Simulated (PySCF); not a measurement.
Electron correlation in Ba (barium, neutral)

[Xe] 6s2, closed-shell 1S. Computed with PySCF 2.14 in x2c-TZVPPall with one added diffuse shell each of s, p, d type (12s8p7d2f1g, 94 functions), with the spin-free X2C one-electron Hamiltonian (Gaussian nucleus). Frozen: [Kr] 4d10; 10 electrons correlated.

```csv
level,correlation energy (mhartree)
CCSD,-213.23
(T),-7.88
CCSD(T),-221.11
```

Diagnostics: T1 = 0.023, D1 = 0.0727, largest double amplitude 0.053.

**Question.** Is a single reference adequate?

**Answer.** Yes, within this model without spin-orbit coupling: T1 lies below 0.03 and no double amplitude reaches 0.07.

This basis was not built for core-valence correlation, so the inner-shell part is incomplete.
